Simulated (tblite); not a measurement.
C₄H₉N₂Si₂ (doublet state).
Numbering: `[N:1]=[CH:2][CH2:3][CH2:4][SiH2:5][SiH2:6][C:7]#[N:8]` (hydrogens: H9 on C2; H10, H11 on C3; H12, H13 on C4; H14, H15 on Si5; H16, H17 on Si6)

A start from a force field or distance geometry was refined with GFN2-xTB geometry optimisation, gas phase (tblite 0.8.0). Values at the start:

| coordinate | start |
| --- | --- |
| N1=C2 | 1.447 Å |
| C2–C3 | 1.493 Å |
| C2–H9 | 1.112 Å |
| C3–C4 | 1.517 Å |
| C3–H10 | 1.090 Å |
| C4–Si5 | 1.858 Å |
| C4–H12 | 1.107 Å |
| Si5–Si6 | 2.298 Å |
| Si5–H14 | 1.498 Å |
| Si6–C7 | 1.869 Å |
| Si6–H16 | 1.488 Å |
| C7≡N8 | 1.164 Å |
| N1–C2–C3 | 121.4° |
| C2–C3–C4 | 110.9° |
| C3–C4–Si5 | 115.8° |
| C4–Si5–Si6 | 109.9° |
| Si5–Si6–C7 | 106.4° |
| Si6–C7–N8 | 179.1° |
| N1–C2–C3–C4 | 109° |

Problem. How do these coordinates change at the GFN2-xTB level?

Solution. 
| coordinate | GFN2-xTB (Å or °) | change |
| --- | --- | --- |
| N1=C2 | 1.217 | -0.230 |
| C4–Si5 | 1.913 | +0.055 |
| C2–C3 | 1.527 | +0.034 |
| Si5–H14 | 1.470 | -0.028 |
| Si5–Si6 | 2.321 | +0.023 |
| Si6–H16 | 1.466 | -0.022 |
| C7≡N8 | 1.146 | -0.018 |
| C4–H12 | 1.093 | -0.014 |
| C2–H9 | 1.099 | -0.013 |
| C3–H10 | 1.092 | +0.002 |
| C3–C4 | 1.518 | +0.001 |
| Si6–C7 | 1.868 | -0.001 |
| N1–C2–C3 | 125.9 | +4.5 |
| C3–C4–Si5 | 111.7 | -4.1 |
| Si6–C7–N8 | 177.4 | -1.7 |
| Si5–Si6–C7 | 107.6 | +1.2 |
| C4–Si5–Si6 | 108.8 | -1.1 |
| C2–C3–C4 | 110.4 | -0.5 |
| N1–C2–C3–C4 | 116 | +7 |

The energy falls by 144.9 kJ/mol over 59 L-BFGS steps, the largest force on an atom goes from 8.98 to 0.009 eV/Å, and the atoms move by 0.102 Å rms after alignment. The bond that changes most is N1=C2 (ends: nitrogen bonded to C; carbon bonded to C, N and H), which shortens by 0.230 Å. Bonds longer at the end by more than 0.005 Å: 3 of 16; shorter: 10. Rotational constants go from 2471, 543.5, 480.9 to 2552, 541.2, 476.8 MHz.

Hardware: Arm Neoverse V2, one thread (shared host). Cost: 0.4 s.

Its lowest GFN2-xTB frequency is 11 cm⁻¹, too small to tell a flat minimum from a shallow saddle. 3 starts were optimised and ended at 0.00, 0.04 and 0.42 kcal/mol (GFN2-xTB); the lowest of these is shown.

Conformer computed: `[N:1]=[CH:2][CH2:3][CH2:4][SiH2:5][SiH2:6][C:7]#[N:8]`: N1–C2–C3–C4 116°, C2–C3–C4–Si5 -179°, C3–C4–Si5–Si6 179°, C4–Si5–Si6–C7 57°.

One conformer stands for the species.
